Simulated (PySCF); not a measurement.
# Low-lying terms of Ar(16+) (argon, charge +16)

Ground state 1s2, ¹S. Calculation: PySCF 2.14, in an uncontracted even-tempered set (18 s from 0.768 bohr⁻², ratio 2.5; 9 p from 0.965 bohr⁻², ratio 2.7; 7 d from 1.05 bohr⁻², ratio 2.7; 3 f from 85 bohr⁻², ratio 2.7); scalar relativity by spin-free X2C-1e. Vertical excitation energies in eV without spin-orbit coupling; excited terms of each kind are numbered among those the solver found. Frozen: nothing.

| term | leading excitation | EOM-EE-CCSD |
| --- | --- | --- |
| 1 3S | 1s → s | 3106.0 |
| 1 1S | 1s → s | 3126.2 |
| 1 3P° | 1s → p | 3127.0 |
| 1 1P° | 1s → p | 3141.5 |
| 2 3S | 1s → s | 3676.1 |
| 2 1S | 1s → s | 3681.4 |
| 2 3P° | 1s → p | 3682.0 |
| 1 3D | 1s → d | 3685.4 |
| 1 1D | 1s → d | 3685.6 |
| 2 1P° | 1s → p | 3686.0 |
| 2 3D | 1s → d | 3877.5 |
| 2 1D | 1s → d | 3877.6 |

Only the lower part of the computed list is shown. Doubly excited terms such as np² are absent. The solver can miss terms. The 12 highest virtual orbitals were dropped.
